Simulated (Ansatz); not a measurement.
FH$_{3}$O$_{2}$Si$_{2}$ at its PBE0-D4/def2-TZVP geometry, where that method's forces vanish. The species carries charge 0 and has multiplicity 1. The bonds changed during the relaxation, so this is another structure than the one it started from.

```xyz
8

O     0.0662   -0.6344   -1.6515
Si    0.8457    0.4796   -0.8275
O     0.6400    0.7462    0.6779
Si   -0.3578   -0.2523    1.9026
F    -1.0537   -1.1999    0.6560
H    -0.5588   -1.1088   -1.0579
H     1.8811    1.1616   -1.6071
H    -1.4627    0.8081    1.9075
```

What forces (eV/Å) does r2SCAN-D4/def2-TZVPP give on these atoms in Ansatz? (An estimate is asked.)

Computed: 
```
O1  -0.076 -0.178 -0.081
Si2  0.079  0.206 -0.291
O3  -0.090 -0.045  0.445
Si4  0.020  0.084 -0.181
F5   0.012 -0.004  0.068
H6   0.007 -0.001 -0.026
H7   0.029 -0.048  0.024
H8   0.018 -0.014  0.043
```
